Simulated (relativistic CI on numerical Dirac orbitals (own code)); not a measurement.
## Spin-allowed bands of a d3 ion in an octahedral site, by hand

Problem. Take Δ = 13200 cm⁻¹ and B = 840 cm⁻¹ for a d3 ion in an octahedral site. Calculate the three spin-allowed bands.

Working.
1. The terms of highest spin are 4F (energy 0) and 4P (15B = 12600 cm⁻¹). Here the F term splits into A2 at −1.2Δ = -15840, T2 at −0.2Δ = -2640 and T1 at +0.6Δ = 7920 cm⁻¹.
2. The two T1 states mix through the element 0.4Δ: H = [[7920, 5280], [5280, 12600]], with roots ½(H₁₁ + H₂₂) ∓ ½√[(H₂₂ − H₁₁)² + 4H₁₂²] = ½(20520) ∓ ½(11551) = 4485 and 16035 cm⁻¹.
3. The ground term is 4A2 at -15840 cm⁻¹.
4. Bands: 4T2 13200 cm⁻¹ (758 nm), 4T1(F) 20325 cm⁻¹ (492 nm), 4T1(P) 31875 cm⁻¹ (314 nm).

Check. Exact diagonalisation of the whole d3 shell with these parameters gives 4T2 13200, 4T1 20325, 4T1 31875 cm⁻¹. The match is exact, since without spin-orbit coupling no other term has this spin. The ratio of the second band to the first, 1.540, depends on Δ/B = 15.7 alone, which is how a Tanabe-Sugano diagram is read.
